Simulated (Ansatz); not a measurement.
A structure relaxed at PBE0-D4/def2-TZVP, charge 0, multiplicity 1:

Cartesian coordinates in Å:
```
S -1.625 1.186 1.324
C -0.555 0.453 0.274
C 0.286 0.022 -0.488
Te 1.524 -0.667 -1.905
H -2.356 0.095 1.631
H 2.726 -1.089 -0.836
```

Give its formula and SMILES.

C2H2STe, `SC#C[TeH]`.

Summarise the bond lengths by kind.

1 × C–S 1.668 Å; 1 × H–S 1.348 Å; 1 × C–C 1.215 Å; 1 × C–Te 2.003 Å; 1 × H–Te 1.663 Å.

Program: Ansatz 0.2.0.
